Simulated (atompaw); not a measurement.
**Tb: PAW (atompaw) pseudisation with PBE, scalar-relativistic reference atom.**

The input file (atompaw 4.2.0.5):

```
Tb 65
GGA-PBE scalarrelativistic loggrid 2001 logderivrange -6 5 276
6 6 5 4 0 0
6 1 0
5 2 1
4 3 8
0 0 0
c
c
c
c
v
v
c
c
c
v
v
c
c
v
c
2
3.00 2.20 2.60 2.35
n
n
y
0.25
n
custom polynom vanderbiltortho sinc
3 0.5 ultrasoft
2.35
2.05
2.10
2.05
3.00
3.00
PWSCFOUT
UPFDX 0.0125d0 UPFXMIN -7.d0 UPFZMESH 65.d0
END
```

Command:

```bash
atompaw < Tb.input > Tb.log
```

Resulting log (summary file):

```
Completed calculations for Tb (AE)

 Exchange-correlation type: GGA, Perdew-Burke-Ernzerhof

 Radial integration grid is logarithmic
 r0 =   1.0423744E-04 h =   6.7754336E-03   n =      2001 rmax =   8.0000000E+01

 Scalar relativistic calculation

 AEatom converged in  48 iterations
   nz     =  65.00
   delta  =       7.337385944116E-16

 All Electron Orbital energies:
  n  l      occupancy      energy
  1  0      2.0000000E+00 -3.8122779E+03
  2  0      2.0000000E+00 -6.3237972E+02
  3  0      2.0000000E+00 -1.4071237E+02
  4  0      2.0000000E+00 -2.8296384E+01
  5  0      2.0000000E+00 -3.7685916E+00
  6  0      2.0000000E+00 -3.0828036E-01
  2  1      6.0000000E+00 -5.6193162E+02
  3  1      6.0000000E+00 -1.1899129E+02
  4  1      6.0000000E+00 -2.1136349E+01
  5  1      6.0000000E+00 -2.0498147E+00
  6  1      0.0000000E+00 -9.7894811E-02
  3  2      1.0000000E+01 -9.0704679E+01
  4  2      1.0000000E+01 -1.1310074E+01
  5  2      1.0000000E+00 -1.7813009E-01
  4  3      8.0000000E+00 -6.5925977E-01

 Total energy
   Total                    :   -23417.58052352714003

 ---
 Completed calculations for Tb (SC)

 Exchange-correlation type: GGA, Perdew-Burke-Ernzerhof

 Radial integration grid is logarithmic
 r0 =   1.0423744E-04 h =   6.7754336E-03   n =      2001 rmax =   8.0000000E+01

 Scalar relativistic calculation

 SCatom converged in   4 iterations
   nz     =  65.00
   delta  =       7.764353848722E-16

 Valence Electron Orbital energies:
  n  l      occupancy      energy
   5  0      2.0000000E+00 -3.7685916E+00
   6  0      2.0000000E+00 -3.0828036E-01
   5  1      6.0000000E+00 -2.0498147E+00
   6  1      0.0000000E+00 -9.7894811E-02
   5  2      1.0000000E+00 -1.7813009E-01

 Total energy
   Total                    :   -23417.58052351597144
   Valence                  :     -571.70178788047497

 PAW parameters:
       lmax =            2
         rc =    3.0122384962349251
        irc =         1517
   rc_shape =    2.2056028872107167
    rc_vloc =    2.6127259269756884
    rc_core =    2.3602282286461307
   Vloc: Non norm-conserving form with l= 3;e=   5.0000E-01
   Projector type: polynomial pseudization + Vanderbilt ortho.
   Sinc^2 compensation charge shape zeroed at   2.2056E+00

 Number of basis functions     6
 No.   n  nodes  l      Energy         Cp coeff         Occ
  1    5    4    0   -0.3768592E+01 -0.7534957E+00  0.2000000E+01
  2    6    5    0   -0.3082804E+00 -0.1371707E+02  0.2000000E+01
  3    5    3    1   -0.2049815E+01 -0.3848023E+01  0.6000000E+01
  4    6    4    1   -0.9789481E-01 -0.1050230E+03  0.0000000E+00
  5    5    2    2   -0.1781301E+00  0.5813227E+03  0.1000000E+01
  6  999    3    2    0.2500000E+00  0.1351788E+02  0.0000000E+00

 Eigenvalues of overlap operator (in the basis of projectors):
    1        9.71621730E-02
    2        5.57390797E-01
    3        1.00039535E+00
    4        1.15511935E+01
    5        9.62706250E+01
    6        3.52610809E+02

 Orbital leakage outside PAW augmentation regions
   orb  is_core?  %out_of_sphere
   1 0    T           0.00
   2 0    T           0.00
   3 0    T           0.00
   4 0    T           0.00
   5 0    F           0.22
   6 0    F          73.77
   2 1    T           0.00
   3 1    T           0.00
   4 1    T           0.00
   5 1    F           1.54
   6 1    F          92.78
   3 2    T           0.00
   4 2    T           0.00
   5 2    F          36.45
   4 3    T           0.37

 Summary of PAW energies
   Total valence energy     :   -571.70178667192590
   Smooth energy            :     49.03148868027600
   One center               :   -620.73327535220187
   Smooth kinetic           :     21.46137849545062
   Vloc energy              :     27.31850991158924
   Smooth exch-corr         :    -11.48296930135203
   One-center xc            :   -499.52209680945526
```

The run took about 21 s on one core of a shared server CPU.
